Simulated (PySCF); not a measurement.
## Working out the excitation energy of Ag

Ag [Kr] 4d10 5s1 (2S) → Ag [Kr] 4d9 5s2 (2D). All numbers are calculated (PySCF 2.14, a scalar-relativistic core potential, in aug-cc-pVDZ-PP with ECP28MDF (5s5p4d2f, 54 functions)). Frozen: 4s2 4p6. Energies in hartree (1 hartree = 27.21139 eV):

| part | Ag (lower) | Ag (upper) |
| --- | --- | --- |
| UHF | -146.054522 | -145.918153 |
| MP2 opposite-spin | -0.211122 | -0.204237 |
| MP2 same-spin | -0.122371 | -0.109780 |

What does Hartree-Fock give?

(-145.918153) − (-146.054522) = 0.136369 hartree = 3.711 eV.

What do MP2 and SCS-MP2 (6/5 opposite-spin, 1/3 same-spin) give?

The opposite-spin parts differ by 0.187 eV and the same-spin parts by 0.343 eV. MP2: 3.711 + (0.187) + (0.343) = 4.241 eV. SCS-MP2: 3.711 + 1.2 × (0.187) + (0.343)/3 = 4.050 eV.

Measured between the centres of the two terms (NIST): 3.971 eV, so MP2 (valence) is off by 0.270 eV.

A double-zeta basis recovers only part of the correlation energy.

What remains against the reference includes basis incompleteness, the frozen core and correlation beyond second order.
